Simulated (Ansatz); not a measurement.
Relaxed structures of H$_{2}$SeSO, singlet (PBE0-D4/def2-TZVP; forces vanish, vibrations not checked; lower isomers may exist, and structures with a doubtful reference or unclear bonds are left out; Å). Computed with Ansatz 0.2.0 (basis: def2-TZVPP); correlated methods freeze the cores. Filled d shells of the heavier atoms are correlated. The def2 sets are not built for correlating such inner shells, so the correlated values are less sure here.

(1) Rank them by CCSD(T) energy, lowest first, and give each one's height above the lowest. Links in brackets join atoms within 1.22 times the sum of their covalent radii (1.1 for two metals). (An estimate is asked for; the value comes from the calculation.)
A.
H₂SeSO ([OH][S][SeH])
```
5
angstrom
O -0.8038 -1.3165 0.0242
Se 1.5203 0.6906 0.0400
S -0.0834 -0.2824 -1.0432
H -1.4774 -0.8257 0.5089
H 0.7628 1.8640 0.5235
```
B.
H₂SeSO ([OH][Se][SH])
```
5
angstrom
O -0.8357 -1.3536 0.0599
Se -0.0447 -0.2502 -1.1172
S 1.5288 0.6835 0.0410
H -1.4999 -0.8408 0.5328
H 0.8515 1.7611 0.4834
```
C.
H₂SeSO ([OH][SeH][S])
```
5
angstrom
O -1.0470 -1.1953 -0.2704
Se 0.3582 -0.5335 -1.1737
S 1.3737 0.7248 0.1037
H -1.2004 -0.5839 0.4651
H -0.4799 0.4252 -1.9704
```
D.
a complex of H₂O + SeS
```
5
angstrom
O -1.2163 -1.5709 0.0531
Se 0.2808 -0.0684 -1.3167
S 1.5987 0.7644 0.0034
H -1.5462 -0.9639 0.7240
H -0.5763 -2.1367 0.4976
```

T1 diagnostic: at most 0.016. The restricted Hartree–Fock reference is unstable towards an unrestricted one at one or more of these structures.

## Answers

(1) The calculation gives: B (0.00 kcal/mol), A (5.38 kcal/mol), D (15.49 kcal/mol), C (20.69 kcal/mol). Heights count from the lowest.

For scale, one of the runs: CCSD(T)/def2-TZVPP, 149 basis functions, launched by `ansatz run in.yaml --threads 2 --pin off --events-out ev --progress --plain --max-ram 4352MiB`. The run took 38 s on 2 CPU threads of an Arm Neoverse V1 (shared host), with 0.97 GiB of host memory at its peak.
